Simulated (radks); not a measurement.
Neutral neon inside a hard spherical wall (all orbitals vanish at R), configuration held at [Ne] and not refilled when levels cross. Calculated with a radial shooting solver on a logarithmic mesh with Libxc functionals: scalar-relativistic Kohn-Sham, LDA (Slater exchange, VWN5 correlation), spin-polarised, spherical densities, finite nucleus; Fermi nuclear charge, rms radius 3.0055 fm. Eigenvalues in eV for spin up, with the zero of energy where the potential of the charges vanishes at infinity; a dash marks a level that is unbound or too diffuse for the functional's potential to be trusted. A positive occupied level is held by the wall or, in an anion where self-interaction has pushed it up, behind a barrier. The pressure on the wall is -dE/dV.

| R (bohr) | E (hartree) | kinetic (hartree) | e(1s) | e(2s) | e(2p) | e(3s, empty) | e(3p, empty) | pressure (GPa) |
|---|---|---|---|---|---|---|---|---|
| free | -128.37839 | 128.150 | -825.80 | -36.121 | -13.539 | -0.067 | - | 0 |
| 20 | -128.37839 | 128.150 | -825.80 | -36.121 | -13.539 | -0.026 | 0.612 | < 0.0001 |
| 10 | -128.37839 | 128.150 | -825.80 | -36.121 | -13.539 | 0.412 | 2.080 | < 0.0001 |
| 8 | -128.37838 | 128.150 | -825.80 | -36.121 | -13.539 | 0.953 | 3.223 | 0.000312 |
| 7 | -128.37835 | 128.150 | -825.79 | -36.118 | -13.535 | 1.535 | 4.278 | 0.00308 |
| 6 | -128.37814 | 128.153 | -825.77 | -36.100 | -13.517 | 2.629 | 6.057 | 0.0318 |
| 5 | -128.37654 | 128.167 | -825.64 | -36.004 | -13.417 | 4.920 | 9.378 | 0.352 |
| 3.5 | -128.33663 | 128.419 | -823.83 | -34.777 | -12.075 | 16.389 | 23.378 | 17.2 |
| 2.5 | -127.98118 | 130.110 | -815.14 | -29.189 | -5.713 | 49.110 | 57.150 | 355 |
| 1.5 | -123.00842 | 145.976 | -761.78 | 11.329 | 37.434 | 229.59 | 217.17 | 16100 |
